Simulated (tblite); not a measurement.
Compound: C6H9O2P.
Cartesian coordinates in Å at the GFN2-xTB level; atoms count from 1:
```
atom  x, y, z in Å
C1     3.0326    1.1850   -1.2288
C2     2.5527    0.1951   -0.7572
C3     1.9314   -0.9721   -0.1848
P4     0.4249   -0.4413    0.7409
O5     0.6609    0.2480    2.0129
O6    -0.3403   -1.8479    0.9628
C7    -0.6330    0.4621   -0.4705
C8    -1.8679    0.8609    0.2582
C9    -3.0581    0.3299    0.0451
H10    3.4738    2.0429   -1.6402
H11    2.6022   -1.4493    0.5347
H12    1.6539   -1.6891   -0.9590
H13   -0.6618   -1.8742    1.8657
H14   -0.8527   -0.1866   -1.3171
H15   -0.0657    1.3322   -0.8035
H16   -1.7210    1.6018    1.0324
H17   -3.9232    0.6248    0.6132
H18   -3.2174   -0.4161   -0.7165
```

Method: GFN2-xTB as coded in tblite; computed harmonic values from a numerical Hessian at the method's own geometry, unscaled. This tight-binding method is rough: wavenumbers can miss measured ones by several per cent, in bad cases by 10 to 20. One conformer, not necessarily the lowest.

Harmonic wavenumbers (cm⁻¹): 37.2, 47.2, 57.6, 92.8, 147.4, 194.1, 225.1, 265.3, 274.3, 296.4, 343.3, 385.1, 414.6, 436.4, 587.0, 638.7, 647.3, 711.6, 749.0, 784.5, 815.9, 829.8, 892.7, 893.1, 949.6, 1004.9, 1014.0, 1034.5, 1072.9, 1156.0, 1176.4, 1184.2, 1267.8, 1281.6, 1385.3, 1399.2, 1422.8, 1709.9, 2292.7, 2943.0, 2964.3, 2972.2, 2994.4, 3068.5, 3099.6, 3131.9, 3400.0, 3581.3.

A = 2194, B = 952.2, C = 809.2 MHz; mass 144.034 u (most abundant isotopes); point group C1, symmetry number 1.

What is the zero-point energy?

Half the sum of the wavenumbers: 29137 cm⁻¹ = 348.55 kJ/mol.

What is S at 273.15 K and 1 bar for an ideal gas of classical rigid rotors and harmonic oscillators?

Translation 169.02, rotation 122.89, vibration 143.48: S = 435.4 J/(mol K).

And Cp and H(273.15 K) − H(0)?

Cp = 169.44 J/(mol K), of which vibrations give 136.18 (their classical limit is 48 R = 399.1); H(273.15 K) − H(0) = 28.87 kJ/mol without the zero-point energy, 19.78 from vibrations.

Blend soft modes into free rotors: weight 1/[1 + (100 cm⁻¹/ν̃)⁴] for the oscillator and the rest for a rotor with moment μB/(μ + B), μ = h/(8π²ν), B = 10⁻⁴⁴ kg m². What vibrational entropy results?

127.14 J/(mol K) in place of 143.48, which changes −T·S at 273.15 K by +4.46 kJ/mol.

What must be added to the electronic energy to get the Gibbs energy at 273.15 K and 1 bar?

ZPE + [H(273.15 K) − H(0)] − T·S = 348.55 + 28.87 − 118.93 = 258.49 kJ/mol.

Which modes carry the vibrational entropy at 273.15 K?

37.2 cm⁻¹: 21.88; 47.2 cm⁻¹: 19.91; 57.6 cm⁻¹: 18.26; 92.8 cm⁻¹: 14.35; 147.4 cm⁻¹: 10.62; 194.1 cm⁻¹: 8.48 J/(mol K); the other 42 give 49.97 together.

How do the functions run with temperature in this model?

```json
{"T (K)": "50", "S (J/(mol K))": "258.2", "Cp (J/(mol K))": "63.7", "H − H(0) (kJ/mol)": "2.38", "G − H(0) (kJ/mol)": "-10.53", "ln q(vib)": "1.02"}
{"T (K)": "100", "S (J/(mol K))": "310.5", "Cp (J/(mol K))": "90.2", "H − H(0) (kJ/mol)": "6.23", "G − H(0) (kJ/mol)": "-24.83", "ln q(vib)": "2.77"}
{"T (K)": "298.15", "S (J/(mol K))": "450.7", "Cp (J/(mol K))": "180.0", "H − H(0) (kJ/mol)": "33.24", "G − H(0) (kJ/mol)": "-101.14", "ln q(vib)": "9.34"}
{"T (K)": "373.15", "S (J/(mol K))": "494.3", "Cp (J/(mol K))": "209.4", "H − H(0) (kJ/mol)": "47.86", "G − H(0) (kJ/mol)": "-136.59", "ln q(vib)": "11.67"}
{"T (K)": "500", "S (J/(mol K))": "561.4", "Cp (J/(mol K))": "249.2", "H − H(0) (kJ/mol)": "77.07", "G − H(0) (kJ/mol)": "-203.64", "ln q(vib)": "15.46"}
{"T (K)": "750", "S (J/(mol K))": "673.2", "Cp (J/(mol K))": "301.3", "H − H(0) (kJ/mol)": "146.43", "G − H(0) (kJ/mol)": "-358.47", "ln q(vib)": "22.34"}
{"T (K)": "1000", "S (J/(mol K))": "764.8", "Cp (J/(mol K))": "335.0", "H − H(0) (kJ/mol)": "226.24", "G − H(0) (kJ/mol)": "-538.57", "ln q(vib)": "28.48"}
```

q(vib) and H(0) count from the zero-point level.

Hindered rotation and anharmonicity are outside this model. Other conformers, if any are populated, would add a mixing term that is left out. The structure is chiral; the term R ln 2 for an equal mix with its mirror image is left out.

Time: 0.57 s wall. Hardware: one thread of an Arm Neoverse V2, on a shared host. The figure is for the frequency step alone.
